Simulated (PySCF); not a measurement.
A PySCF script (with the pyscf-properties extension) for the NMR shieldings of `CSC1=CC(F)=C[SiH2]1`, C5H7FSSi, on a GFN2-xTB geometry:

```python
import basis_set_exchange as bse
import numpy as np
from pyscf import gto, dft
from pyscf.prop import nmr

atoms = """
C     2.703934    0.389310   -0.020401
S     1.788619   -1.056950   -0.628133
C     0.150197   -0.597060   -0.289653
C    -0.893201   -1.397365   -0.588900
C    -2.180579   -0.849397   -0.240487
F    -3.270440   -1.592246   -0.514195
C    -2.248204    0.361534    0.333051
Si   -0.506884    1.008308    0.511458
H     2.383722    1.276006   -0.557990
H     2.535696    0.507903    1.045356
H     3.753634    0.192546   -0.213490
H    -0.821116   -2.369594   -1.048650
H    -3.180761    0.815915    0.611806
H    -0.189795    2.177043   -0.309618
H    -0.029237    1.142035    1.887935
"""
names = dict.fromkeys(["C", "S", "F", "Si", "H"], "pcSseg-1")
basis = {el: gto.basis.parse(bse.get_basis(n, elements=[el], fmt="nwchem")) for el, n in names.items()}
mol = gto.M(atom=atoms, basis=basis, charge=0, verbose=0)
mf = dft.RKS(mol, xc="PBE0")
mf.grids.level = 2
mf.grids.alignment = dft.numint.BLKSIZE   # the property module wants whole blocks of grid points
mf.conv_tol = 1e-9
mf.kernel()

calc = nmr.RKS(mf)   # GIAO
C = mf.mo_coeff
Co = C[:, mf.mo_occ > 0]
resp = mf.gen_response(singlet=True, hermi=2)
def vind(x):   # induced exchange potential for any number of trial vectors
    d = np.einsum("pi,xij,qj->xpq", C, 2 * x.reshape(-1, C.shape[1], Co.shape[1]), Co, optimize=True)
    return np.einsum("xpq,pi,qj->xij", resp(d - d.transpose(0, 2, 1)), C, Co, optimize=True).ravel()
mo1, _ = nmr.rhf.solve_mo1(calc, with_cphf=vind)
sigma = calc.kernel(mo1)
for i, s in enumerate(sigma):   # ppm
    print("%2d %-2s %9.2f" % (i, mol.atom_pure_symbol(i), np.trace(s) / 3))
```

**Question.** What does it print?

**Answer.** 
```
 0 C     164.77
 1 S     443.96
 2 C      23.28
 3 C      54.00
 4 C       4.04
 5 F     247.72
 6 C      97.51
 7 Si    401.65
 8 H      29.39
 9 H      29.35
10 H      29.54
11 H      25.22
12 H      27.05
13 H      27.04
14 H      27.05
```

These numbers come from an equivalent density-fitted implementation of the same equations, which agrees with the script to about 0.01 ppm for H and up to a few tenths of a ppm for heavy atoms, so last digits may differ.

**Question.** Turn these shieldings into chemical shifts. δ = σ(ref) − σ, references computed at the same level: TMS for 13C (σ = 186.93 ppm), 29Si (σ = 349.16 ppm), 1H (σ = 31.72 ppm); CS2 for 33S (σ = 503.73 ppm); CFCl3 for 19F (σ = 170.95 ppm).

**Answer.** Averaging equivalent atoms: C 4: 182.9; C 2: 163.6; C 3: 132.9; C 6: 89.4; C 0: 22.2; S 1: 60; F 5: -76.8; Si 7: -52.5; H 11: 6.50; H 13/14: 4.67; H 12: 4.67; H 8/9/10: 2.29 ppm. Unscaled 19F shifts against computed CFCl3 carry errors that often reach 10 to 50 ppm.

Size and cost of the density-fitted run: 185 basis functions, 50 s wall time on 1 thread of an Arm Neoverse N1, shared host.
